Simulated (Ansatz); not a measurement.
`C[SiH2][SnH3]` → `[CH2]` (triplet) + `[SiH3][SnH3]` at 298.15 K and 1 bar (formal loss of a carbene).

Computed with Ansatz on PBE0-D4/def2-TZVP structures; ΔE is electronic, products minus reactants. CCSD(T)/CBS adds triple-zeta CCSD(T) − MP2 to the extrapolated MP2 energy (def2 sets, frozen cores). This one scheme is used for every species. Triplets are unrestricted, without spin–orbit coupling. def2 core potentials past Kr. For Sn outer-core shells are correlated without core-valence functions, which leaves a few kJ/mol of doubt a bond.

```json
{"species": "`C[SiH2][SnH3]`", "CCSD(T)/CBS energy (Eh)": "-545.95955", "H − E (kJ/mol)": "215.2", "S (J/(mol·K))": "355.2"}
{"species": "`[CH2]` (triplet)", "CCSD(T)/CBS energy (Eh)": "-39.09499", "H − E (kJ/mol)": "55.4", "S (J/(mol·K))": "195.3"}
{"species": "`[SiH3][SnH3]`", "CCSD(T)/CBS energy (Eh)": "-506.68362", "H − E (kJ/mol)": "133.9", "S (J/(mol·K))": "307.2"}
```

H − E and S are ideal-gas, rigid-rotor, harmonic terms from PBE0-D4/def2-TZVP, with the whole ground term of open shells counted as degenerate. 1 Eh = 2625.50 kJ/mol, R = 8.31446 J/(mol·K).

Problem. By hand: ΔE, ΔH, ΔS and ΔG.

Solution. ΔE = (-39.09499) + (-506.68362) − (-545.95955) = 0.18094 Eh = 475.1 kJ/mol. Δ(H − E) = 55.4 + 133.9 − 215.2 = -25.9, so ΔH = 449.2 kJ/mol. ΔS = 195.3 + 307.2 − 355.2 = 147.3 J/(mol·K). ΔG = 449.2 − 298.15 × (147.3)/1000 = 405.3 kJ/mol.

Problem. By hand: the equilibrium constant, and the temperature at which ΔG would vanish if ΔH and ΔS stayed fixed.

Solution. log₁₀ K = −ΔG/(RT ln 10) = -71.0. ΔG = 0 at ΔH/ΔS = 3050 K, far beyond where these terms or the molecules hold.

The number of gas molecules changes by +1, which sets the sign of ΔS. A doubt of 5 kJ/mol in ΔE shifts log₁₀ K by 0.9 here. A triplet takes part, so the spin changes. These are equilibria of isolated gas molecules and say nothing of rates. Largest T1 diagnostic: 0.013 (customary marks: 0.02 for closed shells, 0.045 for open ones).
